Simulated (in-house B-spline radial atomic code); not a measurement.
# Tl4+: [Xe] 4f14 5d9

Method: Dirac-Kohn-Sham relativistic LDA, spherical fractional occupations, Fermi nucleus of rms radius 5.4759 fm. Calculated with a radial B-spline atomic code at the basis-set limit.

Screening seen three ways: the hydrogenic charge with the same mean radius, Z_r = [3n² - l(l+1)]/(2<r>), the one with the same energy, Z_e = n√(-2ε), and Slater's rules. Values are occupation-weighted means over j. An effective charge above Z reflects the relativistic contraction of the inner shells.

```
shell  electrons   ε (eV)  <r> (bohr)    Z_r    Z_e  Slater
   1s          2   -84859      0.0164  91.46  78.97   80.70
   2s          2   -15154     0.06836  87.77  66.75   76.85
   2p          6   -13206     0.06195  80.72  62.31   76.85
   3s          2  -3654.2      0.1777  75.98  49.17   69.75
   3p          6  -3083.1      0.1786  69.99  45.16   69.75
   3d         10  -2425.3      0.1627  64.54  40.05   59.85
   4s          2  -850.82      0.3928  61.10  31.63   53.25
   4p          6  -660.71       0.417  55.15  27.87   53.25
   4d         10  -420.07      0.4406  47.66  22.23   41.85
   5s          2   -176.2      0.8767  42.77  17.99   23.35
   4f         14  -160.93      0.4678  38.48  13.76   30.45
   5p          6  -123.02      0.9976  36.59  15.03   23.35
   5d          9  -59.706       1.301  26.53  10.47   10.20
```

The least bound orbital is 5d5/2 at -58.72 eV, and it is also the most diffuse (<r> = 1.316 bohr).

Spin-orbit splittings of the orbital energies (j = l + 1/2 above j = l - 1/2 when positive): 2p 2037 eV, 3p 453.3 eV, 3d 97.42 eV, 4p 110.5 eV, 4d 20.74 eV, 4f 4.604 eV, 5p 20.5 eV, 5d 2.475 eV.

For the 1s electron the small component carries 9.44 % of the norm, the zero-frequency Breit interaction raises the level by 326.1 eV, self-energy by 210.7 eV, and vacuum polarisation lowers it by 44.22 eV.
